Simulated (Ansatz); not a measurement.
`O[SiH2][SeH]` + H₂Te → `[SeH][SiH2][TeH]` + H₂O  (ligand exchange at the Si–O bond)

Program: Ansatz. Geometries: PBE0-D4/def2-TZVP. ΔE: electronic, gas phase. CCSD(T)/CBS adds triple-zeta CCSD(T) − MP2 to the extrapolated MP2 energy (def2 sets, frozen cores). This one scheme is used for every species. DFT in def2-TZVPP. def2 core potentials past Kr. For Se, Te outer-core shells are correlated without core-valence functions, which leaves a few kJ/mol of doubt a bond. Scalar relativity is left out up to krypton. Each species was taken in one conformer, which may not be the lowest.

```csv
level,ΔE (kJ/mol),difference from CCSD(T)/CBS
LDA (SPW92),32.4,4.8
r2SCAN-D4,35.1,7.5
PBE-QIDH,29.0,1.4
PBE,27.1,-0.5
BLYP,44.5,16.9
CCSD/def2-SVP,37.2,9.6
CCSD(T)/def2-SVP,35.6,8.0
SCS-MP2/def2-TZVPP,37.4,9.8
HF/def2-QZVPP,54.8,27.2
SCS-MP2/def2-QZVPP,32.6,5.0
CCSD(T)/CBS,27.6,0
```

Largest T1 diagnostic among the species: 0.010.

In def2-TZVPP, CCSD(T) changes the Hartree–Fock value by −17.3 kJ/mol (the triples alone add −3.3 kJ/mol) and MP2 by −24.8 kJ/mol. From BLYP to BHLYP (50 % exact exchange), in def2-TZVPP and without D4, ΔE moves by +3.7 kJ/mol.
